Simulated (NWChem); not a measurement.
System: C2H6BF; SMILES CB(C)F

Parts of the log:

```
             Northwest Computational Chemistry Package (NWChem) 7.3.0
             --------------------------------------------------------

 C1  symmetry detected

                             Geometry "geometry" -> ""
                             -------------------------

 Output coordinates in angstroms (scale by  1.889725989 to convert to a.u.)

  No.       Tag          Charge          X              Y              Z
 ---- ---------------- ---------- -------------- -------------- --------------
    1 B                    5.0000     0.06582026    -0.00085312    -0.00031172
    2 F                    9.0000     1.40343352     0.01245579    -0.00001594
    3 C                    6.0000    -0.64755865    -1.39648023     0.00580158
    4 H                    1.0000    -0.87102310    -1.65765743    -1.04565829
    5 H                    1.0000    -1.61498009    -1.38073884     0.52975821
    6 H                    1.0000    -0.01697814    -2.20117862     0.41123632
    7 C                    6.0000    -0.66912051     1.38381805    -0.00597970
    8 H                    1.0000    -1.67698546     1.34100527    -0.44405433
    9 H                    1.0000    -0.08227689     2.17430915    -0.49707775
   10 H                    1.0000    -0.79768429     1.69239709     1.04856658

 Effective nuclear repulsion energy (a.u.)     110.8432284379

  pbe96 is a nonlocal functional; adding pw91lda local functional.

                                 NWChem DFT Module
                                 -----------------

 Summary of "ao basis" -> "ao basis" (spherical)
 ------------------------------------------------------------------------------
       Tag                 Description            Shells   Functions and Types
 ---------------- ------------------------------  ------  ---------------------
 B                          def2-svp                 6       14   3s2p1d
 F                          def2-svp                 6       14   3s2p1d
 C                          def2-svp                 6       14   3s2p1d
 H                          def2-svp                 3        5   2s1p

            General Information
            -------------------
          SCF calculation type: DFT
          Wavefunction type:  closed shell.
          No. of atoms     :    10
          No. of electrons :    32
           Alpha electrons :    16
            Beta electrons :    16
          Charge           :     0
          Spin multiplicity:     1
          Use of symmetry is: off; symmetry adaption is: off
          Maximum number of iterations: 150
          AO basis - number of functions:    86
                     number of shells:    42
          Convergence on energy requested:  1.00D-06
          Convergence on density requested:  1.00D-05
          Convergence on gradient requested:  5.00D-04

              XC Information
              --------------
          PerdewBurkeErnzerhof Exchange Functional  1.000
            Perdew 1991 LDA Correlation Functional  1.000 local
           PerdewBurkeErnz. Correlation Functional  1.000 non-local

             Grid Information
             ----------------
          Grid used for XC integration:  medium
          Radial quadrature: Mura-Knowles
          Angular quadrature: Lebedev.
          Tag              B.-S. Rad. Rad. Pts. Rad. Cut. Ang. Pts.
          ---              ---------- --------- --------- ---------
          B                   0.85       49           8.0       434
          F                   0.50       49          10.0       434
          C                   0.70       49          10.0       434
          H                   0.35       45          11.0       434
          Grid pruning is: on
          Number of quadrature shells:   466
          Spatial weights used:  Erf1

      Superposition of Atomic Density Guess
      -------------------------------------

 Sum of atomic energies:        -202.04180114

      Non-variational initial energy
      ------------------------------

 Total energy =    -204.079516
 1-e energy   =    -494.275837
 2-e energy   =     179.353093
 HOMO         =      -0.370848
 LUMO         =       0.040813

   convergence    iter        energy       DeltaE   RMS-Dens  Diis-err
 ---------------- ----- ----------------- --------- --------- ---------
 d= 0,ls=0.0,diis     1   -204.1191783891 -3.15D+02  1.76D-02  5.16D-01
 d= 0,ls=0.0,diis     2   -204.0465801337  7.26D-02  1.05D-02  1.52D+00
 d= 0,ls=0.0,diis     3   -204.1765177098 -1.30D-01  2.09D-03  5.30D-02
 d= 0,ls=0.0,diis     4   -204.1798376835 -3.32D-03  8.13D-04  9.42D-03
 d= 0,ls=0.0,diis     5   -204.1809634112 -1.13D-03  1.77D-04  3.12D-04
  Resetting Diis
 d= 0,ls=0.0,diis     6   -204.1810059887 -4.26D-05  3.75D-05  6.99D-06
 d= 0,ls=0.0,diis     7   -204.1810069010 -9.12D-07  2.15D-05  7.96D-07
 d= 0,ls=0.0,diis     8   -204.1810068395  6.15D-08  1.29D-05  1.48D-06
 d= 0,ls=0.0,diis     9   -204.1810070056 -1.66D-07  1.84D-06  6.18D-08

         Total DFT energy =     -204.181007005643
      One electron energy =     -498.317022339753
           Coulomb energy =      210.630827109113
    Exchange-Corr. energy =      -27.338040212925
 Nuclear repulsion energy =      110.843228437922

 Numeric. integr. density =       31.999993134587

                       DFT Final Molecular Orbital Analysis
                       ------------------------------------

 Vector   14  Occ=2.000000D+00  E=-3.303205D-01
              MO Center= -5.1D-01,  1.6D-01, -3.7D-02, r^2= 3.2D+00
   Bfn.  Coefficient  Atom+Function         Bfn.  Coefficient  Atom+Function
  ----- ------------  ---------------      ----- ------------  ---------------
    61      0.285726   7 C  px               32      0.235487   3 C  px
    18     -0.233344   2 F  px                4      0.209546   1 B  px
    72     -0.195088   8 H  s                 2      0.192151   1 B  s
    48     -0.141177   5 H  s                77      0.140945   9 H  s
    43     -0.138222   4 H  s                82     -0.126154  10 H  s

 Vector   15  Occ=2.000000D+00  E=-3.276397D-01
              MO Center= -3.2D-01, -1.7D-01,  2.1D-02, r^2= 3.9D+00
   Bfn.  Coefficient  Atom+Function         Bfn.  Coefficient  Atom+Function
  ----- ------------  ---------------      ----- ------------  ---------------
    19      0.286255   2 F  py               32     -0.261265   3 C  px
    53     -0.249064   6 H  s                77      0.216975   9 H  s
    48      0.204142   5 H  s                61      0.203406   7 C  px
    22     -0.184958   2 F  py               62      0.185629   7 C  py
    72     -0.178846   8 H  s                33      0.159557   3 C  py

 Vector   16  Occ=2.000000D+00  E=-2.576184D-01
              MO Center= -3.9D-02, -1.2D-03, -8.4D-05, r^2= 2.6D+00
   Bfn.  Coefficient  Atom+Function         Bfn.  Coefficient  Atom+Function
  ----- ------------  ---------------      ----- ------------  ---------------
    19     -0.346325   2 F  py                5      0.343443   1 B  py
    33      0.291832   3 C  py               62      0.291625   7 C  py
    22      0.241764   2 F  py               31      0.197833   3 C  s
    60     -0.196863   7 C  s                65      0.175858   7 C  py
    36      0.173466   3 C  py               32      0.127063   3 C  px

 Vector   17  Occ=0.000000D+00  E=-2.869624D-02
              MO Center= -2.2D-02,  3.6D-03, -6.1D-04, r^2= 2.5D+00
   Bfn.  Coefficient  Atom+Function         Bfn.  Coefficient  Atom+Function
  ----- ------------  ---------------      ----- ------------  ---------------
     6      0.619202   1 B  pz                9     -0.536943   1 B  pz
    83      0.344714  10 H  s                44     -0.337346   4 H  s
    20     -0.260965   2 F  pz               23      0.237441   2 F  pz
    78     -0.197558   9 H  s                49      0.177683   5 H  s
    43     -0.175854   4 H  s                82      0.175325  10 H  s

 Vector   18  Occ=0.000000D+00  E= 3.392746D-02
              MO Center= -8.0D-01,  1.1D-03,  2.5D-03, r^2= 6.6D+00
   Bfn.  Coefficient  Atom+Function         Bfn.  Coefficient  Atom+Function
  ----- ------------  ---------------      ----- ------------  ---------------
    31      1.864586   3 C  s                60      1.861805   7 C  s
     3     -1.251085   1 B  s                44     -0.757564   4 H  s
    83     -0.749578  10 H  s                49     -0.681028   5 H  s
    73     -0.674713   8 H  s                78     -0.499630   9 H  s
    54     -0.481409   6 H  s                17      0.219609   2 F  s

 Vector   19  Occ=0.000000D+00  E= 8.195817D-02
              MO Center= -6.5D-01,  3.7D-02,  5.2D-03, r^2= 8.1D+00
   Bfn.  Coefficient  Atom+Function         Bfn.  Coefficient  Atom+Function
  ----- ------------  ---------------      ----- ------------  ---------------
    60     -1.960285   7 C  s                31      1.939689   3 C  s
    83      1.034981  10 H  s                44     -1.019637   4 H  s
    78      0.850122   9 H  s                54     -0.800880   6 H  s
    49     -0.680197   5 H  s                73      0.619656   8 H  s
     8      0.365519   1 B  py               65     -0.302723   7 C  py

     Multipole analysis of the density
     ---------------------------------

     L   x y z        total         alpha         beta         nuclear
     -   - - -        -----         -----         ----         -------
     0   0 0 0     -0.000000    -16.000000    -16.000000     32.000000

     1   1 0 0     -0.478089     -0.239045     -0.239045      0.000000
     1   0 1 0      0.000062      0.000031      0.000031      0.000000
     1   0 0 1      0.000902      0.000451      0.000451     -0.000000

[...]
```

Level: PBE/def2-SVP, vertical spin-unrestricted ions. Structure relaxed at the PBE0/def2-SVP level.

Write an input that gives this output.

Several could match; the one computed here: the input that was run:
```
start job
memory heap 200 mb stack 900 mb global 1100 mb
geometry units angstroms noautoz
  B      0.069229    -0.000801    -0.005259
  F      1.406824     0.010641    -0.015013
  C     -0.645819    -1.394982     0.035821
  H     -0.877308    -1.678198    -1.008171
  H     -1.609354    -1.366724     0.566372
  H     -0.013284    -2.191737     0.453708
  C     -0.664013     1.384461    -0.035086
  H     -1.675114     1.333730    -0.464778
  H     -0.079803     2.163484    -0.547200
  H     -0.784461     1.715626     1.013551
end
basis spherical
  * library def2-svp
end
dft
  xc xpbe96 cpbe96
  iterations 150
  vectors input atomic output neutral.movecs
end
task dft energy
charge 1
dft
  odft
  mult 2
  vectors input atomic output cation.movecs
end
task dft energy
```
